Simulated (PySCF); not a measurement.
C4H5Si, multiplicity 2. Atoms are numbered in the order given.

```xyz
10

C      1.1017     1.0033     0.0000
C      1.3989    -0.2929     0.0000
Si    -0.3171    -1.1027     0.0000
C     -1.2258     0.5504     0.0000
C     -0.2757     1.5162     0.0000
H      2.3974    -0.7351     0.0000
H     -0.5889    -1.9286     1.2127
H     -0.5889    -1.9286    -1.2127
H     -2.2950     0.7764     0.0000
H     -0.4784     2.5920     0.0000
```
Charge 0, spin multiplicity 2.

The structure is a stationary point at B3LYP-D3(BJ)/def2-SVP. The isomer is the one that the SMILES or the coordinates give; other isomers of the formula were not compared.

The numbers are results of M06-2X/def2-TZVP in PySCF, not measurements.

ESP charges are fitted to the potential on shells at 1.4 to 2.0 van der Waals radii. Atomic charges (e):

```tsv
atom	Mulliken	ESP fit	Mulliken spin
C1	0.03	-0.05	0.94
C2	-0.36	-0.37	-0.10
Si3	0.31	0.46	0.08
C4	-0.33	-0.40	0.05
C5	-0.08	0.00	-0.01
H6	0.16	0.20	0.03
H7	-0.02	-0.08	0.00
H8	-0.02	-0.08	0.00
H9	0.15	0.18	0.01
H10	0.15	0.13	0.00
```

Computed Mayer and Wiberg (Löwdin basis) orders of the bonds:
```csv
bond,Mayer,Wiberg
C1–C2,1.90,2.16
C2–Si3,0.92,1.04
Si3–C4,0.97,1.07
C1–C5,1.03,1.32
C4–C5,1.81,1.99
C2–H6,0.94,0.86
Si3–H7,0.95,0.92
Si3–H8,0.95,0.92
C4–H9,0.94,0.87
C5–H10,0.94,0.84
```
